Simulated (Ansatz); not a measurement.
Consider the hydrogenolysis of the Al–C bond: `C[CH]([AlH2])[GeH3]` + H₂ → `[AlH3]` + `C[CH2][GeH3]`.

Program: Ansatz. Geometries: PBE0-D4/def2-TZVP. ΔE: electronic, gas phase. CBS: MP2 limit from def2 TZ/QZ plus the TZ coupled-cluster correction, frozen cores. This one scheme is used for every species. DFT in def2-TZVPP. For Ge outer-core shells are correlated without core-valence functions, which leaves a few kJ/mol of doubt a bond. Scalar relativity is left out up to krypton.

```csv
level,ΔE (kJ/mol),difference from CCSD(T)/CBS
r2SCAN-D4,-16.0,1.3
PBE0-D4,-19.8,-2.5
ωB97M-V,-20.9,-3.6
B2PLYP,-27.3,-10.0
HF/def2-TZVPP,-54.2,-36.9
MP2/def2-TZVPP,-13.8,3.5
SCS-MP2/def2-TZVPP,-22.6,-5.3
SCS-MP2/def2-QZVPP,-20.6,-3.3
MP2/CBS(def2),-10.1,7.2
CCSD/CBS(def2),-23.8,-6.5
CCSD(T)/CBS,-17.3,0
```

Largest T1 diagnostic among the species: 0.011.

The D4 term adds +11.6 kJ/mol with B3LYP and +6.4 kJ/mol with PBE0; it sums over pairs of atoms, weighted by their polarisabilities, and B3LYP, whose exchange is more repulsive, gets the larger term. From PBE to PBE0 (25 % exact exchange), in def2-TZVPP and without D4, ΔE moves by −4.4 kJ/mol.

B3LYP here is the variant with VWN-RPA as its local correlation; programs differ in this.
